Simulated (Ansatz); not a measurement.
## Ligand exchange: C2H7N + Cd(CH3)(SH) → C2H6S + Cd(CH3)(NH2)

Species: C2H7N (ethanamine) `CCN`, singlet; Cd(CH3)(SH), singlet; C2H6S (ethanethiol) `CCS`, singlet; Cd(CH3)(NH2), singlet. The partners trade NH2 for SH: C–NH2 and Cd–SH bonds give way to C–SH and Cd–NH2.

Shapes, held fixed at every level: PBE0-D4/def2-TZVP. Flexible molecules stand in one conformer, not always the lowest. Programs: Ansatz 0.2.0. Electronic energies: no zero-point or thermal term.

| level | kind | ΔE (kJ/mol) | less CCSD(T)/def2-TZVPP |
| --- | --- | --- | --- |
| B3LYP-D4/def2-TZVPP | global hybrid | +80.3 | +3.6 |
| PBE0-D4/def2-TZVPP | global hybrid | +84.9 | +8.2 |
| MP2/def2-SVP | perturbation theory | +88.6 | +11.9 |
| MP2/def2-TZVPP | perturbation theory | +72.1 | -4.6 |
| CCSD(T)/def2-SVP | coupled cluster or CI | +92.1 | +15.4 |
| CCSD/def2-SVP | coupled cluster or CI | +95.0 | +18.3 |
| CCSD/def2-TZVPP | coupled cluster or CI | +80.3 | +3.6 |
| CCSD(T)/def2-TZVPP | coupled cluster or CI | +76.7 | 0.0 |

The highest level, CCSD(T)/def2-TZVPP, gives ΔE = +76.7 kJ/mol; the levels span +72.1 to +95.0. The column of differences is taken from that level and isn't an error. No measured value is set beside it here. For atoms past krypton def2 sets carry core potentials with scalar relativity. Correlated rows may include outer-core shells of Cd, which these sets cover unevenly.
